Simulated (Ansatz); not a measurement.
# Ligand exchange: CuF + SiH(NH2)(SiH3)2 → CuNH2 + SiH(SiH3)2F

Species: CuF (fluorocopper), singlet; SiH(NH2)(SiH3)2, singlet; CuNH2 `[NH2][Cu]`, singlet; SiH(SiH3)2F, singlet. The partners trade F for NH2: Cu–F and Si–NH2 bonds give way to Cu–NH2 and Si–F.

Shapes, held fixed at every level: PBE0-D4/def2-TZVP. Flexible molecules stand in one conformer, not always the lowest. Programs: Ansatz 0.2.0. The zero-point and thermal change to 298 K, harmonic and unscaled (PBE0-D4/def2-TZVP), is -1.9 kJ/mol.

(1) Estimate ΔH(298 K) of this reaction.

Answers

(1) wB97M-V/def2-TZVPP gives ΔH(298 K) = -26.5 kJ/mol; the levels span -45.6 to +18.3. They disagree on the sign: 2 of 7 are positive. The median of the levels is -30.4. No measured value is set beside it here. Relativity is left out for Cu. Times are processor times on shared x86 and Arm servers, and rough.

| level | kind | ΔH(298 K) (kJ/mol) | CPU time (sum over the molecules) |
| --- | --- | --- | --- |
| HF/def2-SVP | Hartree–Fock | +18.3 | – |
| HF/def2-TZVPP | Hartree–Fock | +4.2 | – |
| PBE-D4/def2-TZVPP | GGA | -45.6 | 17 s |
| B3LYP-D4/def2-TZVPP | global hybrid | -36.4 | 29 s |
| PBE0-D4/def2-TZVPP | global hybrid | -30.7 | 19 s |
| r2SCAN0-D4/def2-TZVPP | global hybrid | -30.4 | 30 s |
| wB97M-V/def2-TZVPP | range-separated hybrid | -26.5 | 76 s |
